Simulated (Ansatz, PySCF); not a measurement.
Caution: the highest occupied level lies above zero, so the state may not be bound. This singlet lies 1.72 eV below the relaxed triplet at the level frozen-core CCSD(T)/aug-cc-pVDZ // B3LYP-D3(BJ)/def2-TZVPD (Ansatz, a program for electronic structure).

B3LYP has the VWN-RPA correlation part, as in Gaussian. 

**H2BClN, SMILES `N[B-]Cl` (lower singlet) (charge -1, multiplicity 1)**

All values below come from B3LYP-D3(BJ)/def2-TZVPD in PySCF 2.14.0.

```json
{
 "HOMO": "0.63 eV",
 "total_energy": "-14724.48 eV",
 "cost": "around 16 core-seconds (rough)"
}
```

Bonds (Å): N1–B2 1.418, N1–H4 1.005, N1–H5 1.019, B2–Cl3 1.965. Bond angles (°): B2–N1–H4 120.0, B2–N1–H5 125.2, H4–N1–H5 114.8, N1–B2–Cl3 104.4.
Charge -1, spin multiplicity 1.
